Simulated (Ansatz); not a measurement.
Wavefunction ladder for C2H9BOSi (`B[SiH2]COC`)

```xyz
14

B     1.1895    2.3997    1.2910
Si    1.2234    0.8830   -0.0270
C    -0.3297   -0.1925    0.0472
O    -0.2411   -1.2305   -0.8975
C    -1.3682   -2.0635   -0.8899
H     0.2802    2.6020    2.0426
H     2.1161    3.1548    1.3462
H     2.4255    0.0412    0.2450
H     1.3721    1.4487   -1.4001
H    -1.2185    0.4342   -0.1377
H    -0.4475   -0.5964    1.0669
H    -1.2154   -2.8340   -1.6464
H    -2.2824   -1.5024   -1.1294
H    -1.5042   -2.5443    0.0890
```

Charge 0, multiplicity 1. The geometry is a stationary point of PBE0-D4/def2-TZVP. It is one conformer, not always the lowest. Frozen core, restricted reference, Ansatz 0.2.0. CBS rows extrapolate triple and quadruple zeta; past MP2 they add the triple-zeta difference.

| basis | HF (Eh) | MP2 corr. |
| --- | --- | --- |
| def2-TZVPP | -469.47640 | -0.80953 |
| def2-QZVPP | -469.49404 | -0.86610 |

(1) Estimate the CCSD correlation energy and the (T) correction in each basis where they were run (hartree).

Answers

(1) 
```json
{"basis": "def2-TZVPP", "CCSD corr.": "-0.87194", "(T)": "-0.03175"}
{"basis": "CBS(def2)", "CCSD corr.": "-0.97042", "(T)": "as TZ"}
```
